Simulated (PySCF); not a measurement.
CH5AlOSe.

```xyz
9

Al     1.0594     0.5420     0.0000
H      2.6436     0.4912     0.0000
O      0.3235     2.0848     0.0000
C     -0.9658     2.6344     0.0000
H     -1.7735     1.8646     0.0000
H     -1.1159     3.2770     0.8966
H     -1.1159     3.2770    -0.8966
Se    -0.2976    -1.3595     0.0000
H      0.9156    -2.2176     0.0000
```
Charge 0, spin multiplicity 1.

Geometry: PBE-D3(BJ)/def2-SVP. Other conformers were not sampled.

All values below come from B3LYP/pcSseg-1 (PySCF). Non-relativistic, no solvent.

Computed absolute GIAO shielding of each atom: isotropic value and principal components (ppm):
```csv
atom,σ(iso),σ11,σ22,σ33,span
Al1,378.8,335.5,363.0,438.0,102.6
H2,26.7,22.5,24.4,33.3,10.8
O3,258.5,138.0,302.2,335.3,197.3
C4,121.3,91.4,98.5,173.9,82.5
H5,27.2,22.5,26.7,32.4,9.9
H6,27.2,23.3,24.6,33.5,10.1
H7,27.2,23.3,24.6,33.5,10.1
Se8,2062.8,2016.1,2024.5,2147.8,131.7
H9,31.1,23.0,25.6,44.8,21.9
```
